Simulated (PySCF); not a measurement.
A geometry optimisation, step by step.

Compound: C3H5NSSi.
Numbering: `[H]/[N:1]=[CH:2]\[C:3]1=[CH:4][SiH2:5][S:6]1` (hydrogens: H7 on N1; H8 on C2; H9 on C4; H10, H11 on Si5)

Computed by this run: PBE0-D3(BJ)/def2-SVP geometry optimisation, gas phase in PySCF 2.14.0; density fitting, grid level 1; the optimiser is geomeTRIC in internal coordinates, started from a GFN2-xTB structure with every atom displaced at random (about 0.01 Å). The frame can shift and turn from step to step; on so coarse a grid that alone can change the energy by a few meV, and forces under 0.02 eV/Å are noise.

Step 0: E = -23372.4937 eV, largest atomic force 3.768 eV/Å
```
atom  x, y, z in Å  |  force x, y, z in eV/Å
N1     -2.551    0.620    0.917   -2.348   2.717   1.142
C2     -1.766   -0.238    0.523    1.620  -1.305  -0.689
C3     -0.369   -0.063    0.221    3.073  -0.299  -0.705
C4      0.597   -0.965   -0.192   -1.641   0.222   0.345
Si5     2.052    0.151   -0.302   -1.535   0.507   1.176
S6      0.446    1.525    0.388   -0.051   0.535   0.070
H7     -2.145    1.571    1.019    0.102  -0.558  -0.109
H8     -2.125   -1.239    0.386   -0.385  -1.151  -0.154
H9      0.356   -2.003   -0.352    0.029  -0.650  -0.159
H10     3.055    0.045    0.763    0.513  -0.141   0.041
H11     2.490    0.570   -1.602    0.622   0.123  -0.957
```

Step 1: E = -23372.7351 eV, largest atomic force 0.839 eV/Å
```
atom  x, y, z in Å  |  force x, y, z in eV/Å
N1     -2.444    0.581    1.304    0.311  -0.454  -0.124
C2     -1.639   -0.307    0.868   -0.299   0.396   0.243
C3     -0.269   -0.073    0.385   -0.675   0.175  -0.466
C4      0.459   -0.924   -0.367    0.694  -0.086   0.113
Si5     1.859    0.278   -0.620    0.034  -0.317   0.168
S6      0.475    1.568    0.464    0.015   0.005   0.131
H7     -1.966    1.491    1.316   -0.012   0.093   0.051
H8     -1.994   -1.348    0.758    0.045   0.082   0.087
H9      0.213   -1.971   -0.549   -0.059   0.010  -0.086
H10     3.078   -0.018    0.183    0.046   0.024  -0.029
H11     2.263    0.708   -1.983   -0.101   0.072  -0.087
```

Step 2: E = -23372.7696 eV, largest atomic force 0.612 eV/Å
```
atom  x, y, z in Å  |  force x, y, z in eV/Å
N1     -2.460    0.585    1.340    0.384   0.040  -0.021
C2     -1.666   -0.277    0.853   -0.155  -0.497   0.002
C3     -0.308   -0.092    0.317    0.097   0.573  -0.193
C4      0.490   -0.941   -0.379   -0.177  -0.257   0.250
Si5     1.886    0.255   -0.611    0.031   0.053   0.178
S6      0.470    1.532    0.455    0.005   0.173   0.035
H7     -2.006    1.510    1.361   -0.014   0.034  -0.057
H8     -2.018   -1.321    0.793   -0.041  -0.043  -0.057
H9      0.254   -1.988   -0.580   -0.022  -0.012  -0.073
H10     3.123    0.017    0.187   -0.008  -0.059  -0.028
H11     2.269    0.704   -1.978   -0.099  -0.004  -0.035
```

Step 3: E = -23372.7724 eV, largest atomic force 0.666 eV/Å
```
atom  x, y, z in Å  |  force x, y, z in eV/Å
N1     -2.385    0.608    1.338   -0.530   0.033   0.258
C2     -1.683   -0.313    0.830    0.405   0.365  -0.054
C3     -0.341   -0.082    0.281    0.494  -0.425  -0.138
C4      0.488   -0.949   -0.362   -0.237   0.061   0.085
Si5     1.867    0.261   -0.579    0.101   0.064   0.053
S6      0.439    1.537    0.482   -0.044  -0.011  -0.112
H7     -1.884    1.509    1.301   -0.050  -0.132  -0.022
H8     -2.054   -1.351    0.800   -0.057   0.044  -0.062
H9      0.256   -1.994   -0.581   -0.014   0.037  -0.011
H10     3.117    0.035    0.202   -0.015  -0.024  -0.019
H11     2.215    0.723   -1.954   -0.053  -0.013   0.022
```

Step 4: E = -23372.7932 eV, largest atomic force 0.294 eV/Å
```
atom  x, y, z in Å  |  force x, y, z in eV/Å
N1     -2.414    0.588    1.346   -0.220   0.023   0.115
C2     -1.671   -0.298    0.829    0.186   0.177   0.002
C3     -0.327   -0.066    0.280    0.217  -0.197   0.026
C4      0.487   -0.944   -0.359   -0.111   0.029   0.023
Si5     1.876    0.254   -0.584    0.101   0.061   0.051
S6      0.463    1.548    0.473   -0.064  -0.027  -0.104
H7     -1.947    1.506    1.329    0.001  -0.068  -0.027
H8     -2.023   -1.342    0.787   -0.039   0.004  -0.073
H9      0.243   -1.987   -0.573   -0.016   0.033  -0.009
H10     3.126    0.019    0.194   -0.009  -0.023  -0.018
H11     2.222    0.706   -1.962   -0.046  -0.011   0.014
```

Step 5: E = -23372.8009 eV, largest atomic force 0.080 eV/Å
```
atom  x, y, z in Å  |  force x, y, z in eV/Å
N1     -2.429    0.584    1.349    0.028  -0.026   0.005
C2     -1.667   -0.288    0.831   -0.016  -0.036  -0.040
C3     -0.316   -0.068    0.295    0.013   0.070   0.016
C4      0.491   -0.944   -0.351   -0.004  -0.074   0.030
Si5     1.883    0.253   -0.585    0.027   0.031   0.032
S6      0.463    1.552    0.456   -0.003   0.029  -0.018
H7     -1.958    1.499    1.353    0.000   0.030   0.015
H8     -2.028   -1.328    0.750   -0.007   0.001  -0.012
H9      0.242   -1.986   -0.561   -0.008  -0.007  -0.013
H10     3.134    0.018    0.190   -0.005  -0.018  -0.007
H11     2.220    0.692   -1.968   -0.025  -0.001  -0.009
```

Step 6: E = -23372.8028 eV, largest atomic force 0.055 eV/Å
```
atom  x, y, z in Å  |  force x, y, z in eV/Å
N1     -2.432    0.577    1.350    0.036   0.015   0.020
C2     -1.666   -0.282    0.818   -0.031  -0.015  -0.009
C3     -0.311   -0.058    0.295   -0.050  -0.015   0.019
C4      0.494   -0.946   -0.336    0.036   0.029   0.002
Si5     1.885    0.252   -0.582    0.017  -0.021   0.016
S6      0.467    1.564    0.446    0.001  -0.017  -0.019
H7     -1.963    1.494    1.382   -0.004   0.004  -0.005
H8     -2.027   -1.320    0.714    0.000   0.000  -0.015
H9      0.241   -1.987   -0.541   -0.007   0.004  -0.001
H10     3.138    0.012    0.186    0.009   0.011  -0.005
H11     2.209    0.678   -1.972   -0.007   0.004  -0.002
```

Step 7: E = -23372.8038 eV, largest atomic force 0.032 eV/Å
```
atom  x, y, z in Å  |  force x, y, z in eV/Å
N1     -2.428    0.579    1.355    0.011   0.013   0.003
C2     -1.671   -0.280    0.810   -0.011   0.002  -0.001
C3     -0.313   -0.059    0.294   -0.032  -0.001  -0.002
C4      0.497   -0.949   -0.329    0.031   0.006   0.006
Si5     1.888    0.248   -0.578   -0.003   0.003  -0.002
S6      0.466    1.563    0.440   -0.003  -0.009   0.000
H7     -1.954    1.492    1.397    0.006  -0.011   0.001
H8     -2.040   -1.313    0.691    0.001   0.002  -0.003
H9      0.243   -1.991   -0.533    0.000   0.001   0.000
H10     3.147    0.024    0.185    0.000  -0.005   0.000
H11     2.201    0.669   -1.973    0.001  -0.001  -0.002
```

Step 8: E = -23372.8041 eV, largest atomic force under 0.02 eV/Å
```
atom  x, y, z in Å  |  force x, y, z in eV/Å
N1     -2.424    0.584    1.359    0.000  -0.004   0.008
C2     -1.677   -0.277    0.803    0.010  -0.010   0.002
C3     -0.316   -0.061    0.290    0.008   0.002  -0.009
C4      0.501   -0.952   -0.322   -0.018  -0.006  -0.001
Si5     1.888    0.248   -0.577   -0.008  -0.001   0.003
S6      0.461    1.562    0.433    0.003   0.011   0.002
H7     -1.938    1.490    1.412    0.000   0.006  -0.004
H8     -2.055   -1.305    0.672   -0.004   0.003  -0.004
H9      0.249   -1.995   -0.524    0.002  -0.002  -0.001
H10     3.149    0.028    0.186    0.002   0.002  -0.001
H11     2.197    0.662   -1.974    0.005  -0.002   0.003
```

**Question.** Summarise the path.

**Answer.** The energy falls by 0.3104 eV from step 0 to step 8; nine tenths of that is first reached at step 4. It falls at every step. The largest force goes from 3.768 to under 0.02 eV/Å. Among the bonds Si5–H11 changes most, from 1.434 to 1.490 Å; the atoms move by 0.053 Å rms after alignment.

**Question.** Follow the three bonds and two angles with the largest change from start to end.

**Answer.** 
```tsv
step	E above end (eV)	largest force (eV/Å)	Si5–H11 (Å)	N1=C2 (Å)	Si5–S6 (Å)	H10–Si5–H11 (°)	S6–Si5–H10 (°)
0	0.3104	3.768	1.434	1.229	2.223	118.1	108.3
1	0.0690	0.839	1.485	1.275	2.181	109.2	111.6
2	0.0346	0.612	1.489	1.270	2.185	109.0	111.7
3	0.0317	0.666	1.492	1.264	2.189	109.5	112.5
4	0.0109	0.294	1.491	1.266	2.188	109.6	112.5
5	0.0032	0.080	1.489	1.268	2.188	109.8	113.0
6	0.0013	0.055	1.490	1.268	2.188	110.1	113.5
7	0.0003	0.032	1.490	1.268	2.188	110.1	113.7
8	0.0000	under 0.02	1.490	1.268	2.188	110.2	113.9
```

The cost below is that of the whole optimisation. On one thread of an Arm Neoverse V1, no GPU, shared host, this took 63 s wall and 0.50 GiB of memory at its peak.
